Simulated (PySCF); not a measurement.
This PySCF input asks for the NMR shieldings of SMILES N#CC[Si@@H]([SiH3])[SiH2]C[SiH3], C3H13NSi4; the geometry comes from GFN2-xTB.

```python
import basis_set_exchange as bse
import numpy as np
from pyscf import gto, dft
from pyscf.prop import nmr

atoms = """
N    -1.346282   -2.183264    1.423690
C    -1.793873   -1.715737    0.477707
C    -2.295205   -1.085018   -0.693265
Si   -1.367162    0.600799   -0.995336
Si   -2.071863    2.067821    0.669070
Si    0.906387    0.114241   -1.182171
C     1.604346   -0.214645    0.554097
Si    3.448116   -0.662486    0.638230
H    -2.145892   -1.753293   -1.542310
H    -3.366957   -0.919781   -0.576892
H    -1.955673    0.981622   -2.300940
H    -3.518479    2.311815    0.684808
H    -1.718479    1.579558    2.003126
H    -1.430265    3.374069    0.493770
H     1.181337   -1.055120   -2.032127
H     1.624042    1.245570   -1.788987
H     1.030022   -1.020479    1.013621
H     1.430952    0.665439    1.176340
H     3.719281   -1.825118   -0.208956
H     4.239223    0.476456    0.163449
H     3.817504   -0.965505    2.022604
"""
names = dict.fromkeys(["N", "C", "Si", "H"], "pcSseg-1")
basis = {el: gto.basis.parse(bse.get_basis(n, elements=[el], fmt="nwchem")) for el, n in names.items()}
mol = gto.M(atom=atoms, basis=basis, charge=0, verbose=0)
mf = dft.RKS(mol, xc="PBE0")
mf.grids.level = 2
mf.grids.alignment = dft.numint.BLKSIZE   # the property module wants whole blocks of grid points
mf.conv_tol = 1e-9
mf.kernel()

calc = nmr.RKS(mf)   # GIAO
C = mf.mo_coeff
Co = C[:, mf.mo_occ > 0]
resp = mf.gen_response(singlet=True, hermi=2)
def vind(x):   # induced exchange potential for any number of trial vectors
    d = np.einsum("pi,xij,qj->xpq", C, 2 * x.reshape(-1, C.shape[1], Co.shape[1]), Co, optimize=True)
    return np.einsum("xpq,pi,qj->xij", resp(d - d.transpose(0, 2, 1)), C, Co, optimize=True).ravel()
mo1, _ = nmr.rhf.solve_mo1(calc, with_cphf=vind)
sigma = calc.kernel(mo1)
for i, s in enumerate(sigma):   # ppm
    w = np.linalg.eigvalsh((s + s.T) / 2)
    print("%2d %-2s iso %8.1f  s11 %8.1f  s22 %8.1f  s33 %8.1f" % (i, mol.atom_pure_symbol(i), w.mean(), *w))
```

**Question.** What does it print?

**Answer.** 
```
 0 N  iso    -28.4  s11   -201.6  s22   -178.8  s33    295.2
 1 C  iso     61.2  s11    -58.2  s22    -48.1  s33    289.8
 2 C  iso    189.5  s11    183.0  s22    184.4  s33    201.2
 3 Si iso    428.7  s11    395.3  s22    436.6  s33    454.3
 4 Si iso    465.3  s11    446.9  s22    468.0  s33    481.1
 5 Si iso    416.9  s11    389.3  s22    398.4  s33    463.0
 6 C  iso    200.7  s11    192.9  s22    197.1  s33    212.0
 7 Si iso    419.2  s11    391.1  s22    397.0  s33    469.5
 8 H  iso     29.9  s11     25.5  s22     27.2  s33     37.0
 9 H  iso     30.0  s11     25.2  s22     27.4  s33     37.4
10 H  iso     27.7  s11     24.4  s22     24.9  s33     33.6
11 H  iso     28.1  s11     24.4  s22     25.5  s33     34.3
12 H  iso     27.8  s11     24.3  s22     26.9  s33     32.3
13 H  iso     28.2  s11     24.3  s22     26.2  s33     34.1
14 H  iso     27.5  s11     23.9  s22     26.1  s33     32.4
15 H  iso     27.6  s11     23.8  s22     26.1  s33     32.9
16 H  iso     30.8  s11     23.5  s22     29.7  s33     39.2
17 H  iso     32.0  s11     25.7  s22     31.2  s33     39.1
18 H  iso     27.8  s11     24.1  s22     26.3  s33     32.9
19 H  iso     27.8  s11     24.2  s22     26.1  s33     33.1
20 H  iso     27.5  s11     23.5  s22     25.3  s33     33.6
```

These numbers come from an equivalent density-fitted implementation of the same equations, which agrees with the script to about 0.01 ppm for H and up to a few tenths of a ppm for heavy atoms, so last digits may differ.

**Question.** Turn these shieldings into chemical shifts. Shifts are taken against calculated references (same method and geometry level): 15N (σ = 267.73 ppm) vs NH3; 13C (σ = 186.93 ppm), 29Si (σ = 349.16 ppm), 1H (σ = 31.72 ppm) vs TMS.

**Answer.** Averaging equivalent atoms: N 0: 296.1; C 1: 125.8; C 2: -2.6; C 6: -13.7; Si 5: -67.7; Si 7: -70.1; Si 3: -79.6; Si 4: -116.2; H 14: 4.25; H 15: 4.11; H 10: 4.06; H 18/19/20: 4.03; H 11/12/13: 3.68; H 8: 1.82; H 9: 1.71; H 16: 0.93; H 17: -0.27 ppm. Experimental scales use liquid or dissolved standards, which lie at an offset from isolated NH3 (liquid NH3: subtract about 20 ppm). Unscaled 15N shifts of sp2 nitrogen come out 20 to 40 ppm too high even then.

Size and cost of the density-fitted run: 229 basis functions, 78 s wall time on 1 thread of an Arm Neoverse V1, shared host; peak memory 1 GiB.
